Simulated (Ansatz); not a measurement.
## Interaction energy ladder

The pair of HBr (SMILES Br, atoms 1–2) and C₂H₄ (SMILES C=C, atoms 3–8), both closed shells, in one local arrangement (a lower one may exist), relaxed at PBE0-D4/def2-TZVP:

Br1  (-0.007, 0.208, -2.989)
H2  (-0.003, 0.109, -1.557)
C3  (0.406, 0.471, 0.793)
C4  (-0.403, -0.577, 0.719)
H5  (1.485, 0.358, 0.787)
H6  (0.022, 1.483, 0.867)
H7  (-1.482, -0.464, 0.730)
H8  (-0.019, -1.589, 0.650)
(Å)

Ansatz 0.2.0; basis: def2-TZVPPD, with def2-QZVPPD for the basis limit; cores frozen in the correlated methods. Filled d shells of the heavier atoms are correlated. The def2 sets are not built for correlating such inner shells, so the correlated values are less sure here. B3LYP uses VWN-RPA correlation. Extrapolation: Hartree–Fock as exp(−7.88 √X), correlation as X^−2.97. Interaction energies count from these two fragments, frozen as in the pair, with the counterpoise correction; negative means bound.

(1) What is the interaction energy by CCSD(T) at an estimated basis limit (MP2 extrapolated from triple and quadruple zeta, plus CCSD(T) − MP2 in triple zeta)? (To be estimated.)

The T1 diagnostic stays at or below 0.011.

## Answers

(1) By the calculation: -2.72 kcal/mol. Hartree–Fock alone gives 0.18 kcal/mol at the basis limit, so without correlation the pair would not bind at this distance. It counts from the two fragments frozen as in the pair.

The same quantity by other methods in triple zeta, and each one's difference from that estimate:
| method | E_int (kcal/mol) | difference |
| --- | --- | --- |
| PBE-D4 | -3.61 | -0.89 |
| revPBE-D4 | -3.12 | -0.40 |
| BLYP-D4 | -2.89 | -0.17 |
| r2SCAN-D4 | -3.31 | -0.58 |
| B97M-V | -2.76 | -0.04 |
| PBE0-D4 | -3.42 | -0.70 |
| B3LYP-D4 | -2.96 | -0.24 |
| HSE06-D4 | -3.44 | -0.72 |
| wB97X-V | -2.62 | 0.10 |
| wB97M-V | -2.62 | 0.10 |
| B2PLYP | -1.94 | 0.79 |
| HF | 0.14 | 2.86 |
| MP2 | -2.95 | -0.23 |
| CCSD | -1.71 | 1.01 |
| CCSD(T) | -2.15 | 0.57 |
Differences are method less estimate.

Basis-set superposition shift (counterpoise-corrected less uncorrected): CCSD(T) 0.88; MP2 0.90; HF 0.14; PBE0-D4 0.15; wB97M-V 0.14 kcal/mol.

For scale, one of the runs: CCSD(T)/def2-TZVPPD, 216 basis functions, launched by `ansatz run in.yaml --threads 4 --pin off --events-out ev --progress --plain --max-ram 9574MiB`. Time: 20 s of wall clock on 4 CPU threads of an Intel Xeon 6975P-C; the host was shared. Peak host memory: 3.5 GiB.
